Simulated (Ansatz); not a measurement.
```yaml
crystal:
  periodic: [false, false, false]
  atoms:
    - {symbol: C, position_ang: [-1.500964, 0.412139, 1.368501]}
    - {symbol: Se, position_ang: [0.200240, 1.275199, 0.935552]}
    - {symbol: Ge, position_ang: [0.050083, 1.007531, -1.461266]}
    - {symbol: B, position_ang: [0.779022, -0.914630, -1.625661]}
    - {symbol: In, position_ang: [1.609383, -1.293202, 0.445800]}
    - {symbol: H, position_ang: [-2.320436, 1.055096, 1.054471]}
    - {symbol: H, position_ang: [-1.519503, 0.282380, 2.448872]}
    - {symbol: H, position_ang: [-1.568769, -0.563738, 0.890766]}
    - {symbol: H, position_ang: [1.017696, 2.079670, -2.000888]}
    - {symbol: H, position_ang: [-1.392611, 1.401939, -1.840601]}
    - {symbol: H, position_ang: [0.700726, -1.557926, -2.629525]}
    - {symbol: H, position_ang: [0.692081, -2.241289, 1.571750]}
    - {symbol: H, position_ang: [3.253062, -0.943179, 0.842229]}
basis:
  gaussian: {orbitals: def2-TZVP, fitting: {mean_field: cc-pVTZ-jkfit}}
total_charge: 1
magnetization: {spin_polarized: false, initial_magnetization: 1}
hamiltonian: {xc: {name: wPBEh}}
scf: {lower_state_search: light}
output: {forces: true}
```

```sh
$ ansatz run in.yaml --threads 2 --pin off --events-out ev --progress --plain --max-ram 32768MiB --backend cpu
```

**Question.** How does Ansatz answer? (Best estimate.)

**Answer.** Ansatz gave: The input was rejected before any iteration.
```
Functional definition: wPBEh
Error: <dir> the basis set cc-pVTZ-JKFIT has no functions for In
```
